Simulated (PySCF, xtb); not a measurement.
CrF₂O₂, SMILES [Cr]([F])([F])(=[O])=[O] (connectivity only; charge and spin as stated), charge -1, multiplicity 2.

Harmonic wavenumbers (cm⁻¹) from GFN2-xTB (xtb) at its own minimum, in rising order: 130, 208, 253, 294, 303, 413, 482, 872, 982.

**Question.** What does TPSSh-D3(BJ)/def2-SVPD in PySCF give at its own minimum? (Estimate from the structure and the level; the computed values follow.)

**Answer.** 198, 217, 255, 270, 353, 642, 646, 1002, 1020. Paired by order, the mean absolute difference is 79 cm⁻¹ and the zero-point energies are 5.6 and 6.6 kcal/mol.
